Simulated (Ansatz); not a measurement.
```yaml
crystal:
  periodic: [false, false, false]
  atoms:
    - {symbol: F, position_ang: [0.423852, 1.135622, -2.399789]}
    - {symbol: Si, position_ang: [-0.396390, 1.285324, -0.936333]}
    - {symbol: N, position_ang: [-0.638719, -0.268673, -0.097079]}
    - {symbol: Ge, position_ang: [0.616001, -1.192141, 1.056110]}
    - {symbol: H, position_ang: [0.489808, 2.198910, -0.044865]}
    - {symbol: H, position_ang: [-1.777425, 1.908572, -1.287318]}
    - {symbol: H, position_ang: [-1.480673, -0.845105, -0.384793]}
    - {symbol: H, position_ang: [1.784433, -0.132941, 1.379172]}
    - {symbol: H, position_ang: [1.214546, -2.496686, 0.313963]}
    - {symbol: H, position_ang: [-0.148283, -1.646642, 2.403978]}
basis:
  gaussian: {orbitals: def2-SVPD}
hamiltonian: {xc: {name: r2SCAN50}}
accuracy: high
output: {forces: true}
```

```sh
$ ansatz run in.yaml --threads 4 --pin off --events-out ev --progress --plain --max-ram 10444MiB
```

Shortened log:

```
Functional definition: r2SCAN50
3109 factors; integrals over basis functions are off by at most 4.6e-9 eV
mean field evaluation 1: about -68680.5248 eV, gradient 4.7e1 eV
mean field evaluation 2: about -68678.7526 eV, gradient 5.4e1 eV
mean field evaluation 4: about -68684.4566 eV, gradient 2.2e0 eV
mean field evaluation 8: about -68684.6514 eV, gradient 2.3e-1 eV
mean field evaluation 16: about -68684.6515 eV, gradient 1.9e-5 eV
mean field -68684.65147042 eV, -2524.1143854090 hartree, gradient 3.0e-8 eV, S^2 0.000000; 0 other end points of the search recorded, 0 dependent functions left out
reference -68684.65147123 eV, -2524.1143854388 hartree; 34, 34 occupied and 119, 119 virtual orbitals, 3109 factors
Total energy: -68684.65147123 eV, -2524.1143854388 hartree
Atom 0 at     0.423852     1.135622    -2.399789 Å, force    -0.878679     0.137957     1.573114 eV/Å
Atom 1 at    -0.396390     1.285324    -0.936333 Å, force     0.057858    -0.708345     0.145199 eV/Å
Atom 2 at    -0.638719    -0.268673    -0.097079 Å, force    -0.144348    -0.258792    -0.397494 eV/Å
Atom 3 at     0.616001    -1.192141     1.056110 Å, force    -0.389151     0.355794    -0.418243 eV/Å
Atom 4 at     0.489808     2.198910    -0.044865 Å, force    -0.754943    -0.845364    -0.848763 eV/Å
Atom 5 at    -1.777425     1.908572    -1.287318 Å, force     1.264895    -0.586678     0.259363 eV/Å
Atom 6 at    -1.480673    -0.845105    -0.384793 Å, force     1.793467     1.227936     0.563385 eV/Å
Atom 7 at     1.784433    -0.132941     1.379172 Å, force    -1.038255    -0.897200    -0.299942 eV/Å
Atom 8 at     1.214546    -2.496686     0.313963 Å, force    -0.542101     1.151951     0.618939 eV/Å
Atom 9 at    -0.148283    -1.646642     2.403978 Å, force     0.631257     0.422741    -1.195558 eV/Å
Dipole moment:    -0.191551    -0.217927     0.400383 e Å
```

It took 9.5 s on 4 threads of an INTEL XEON PLATINUM 8581C on a shared host, with 0.9 GiB of host memory at the peak.
